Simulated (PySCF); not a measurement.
# C₆ coefficients of unlike pairs at HSE06

Calculated with PySCF 2.14 from the dipole response of each species, C₆(A,B) = (3/π) ∫ α_A(iu) α_B(iu) du, in atomic units, from isotropic polarisabilities. For ions this is the dispersion term alone; charge-induced terms of lower order in 1/R come first.

| species | configuration | basis | relativity | α (bohr³) | C₆ (like pair) |
| --- | --- | --- | --- | --- | --- |
| K | [Ar] 4s1 (2S) | x2c-TZVPPall with one added diffuse shell each of s, p, d type (7s5p4d) | spin-free X2C | 306.7 | 4253 |
| F⁺ | [He] 2s2 2p4 (3P) | aug-cc-pVQZ-DK (6s5p4d3f2g) | spin-free X2C | 1.829 | 3.399 |
| Be²⁺ | 1s2 (1S) | aug-cc-pCVTZ (7s6p4d2f) | none | 0.05068 | 0.01054 |
| O³⁺ | [He] 2s2 2p1 (2P) | def2-QZVPPD (8s5p4d2f1g) | none | 1.360 | 1.268 |

(1) Estimate C₆ for Be²⁺ with F⁺.

No spin-orbit coupling is included.

The other pairs:

```tsv
pair	C₆
O³⁺, F⁺	2.051
F⁺, K	54.71
O³⁺, K	38.81
O³⁺, Be²⁺	0.08923
Be²⁺, K	1.686
```

Answers

(1) The integral gives 0.1580. The combination rule 2 C_A C_B / (C_A α_B/α_A + C_B α_A/α_B) gives 0.1510 and the geometric mean 0.1893.
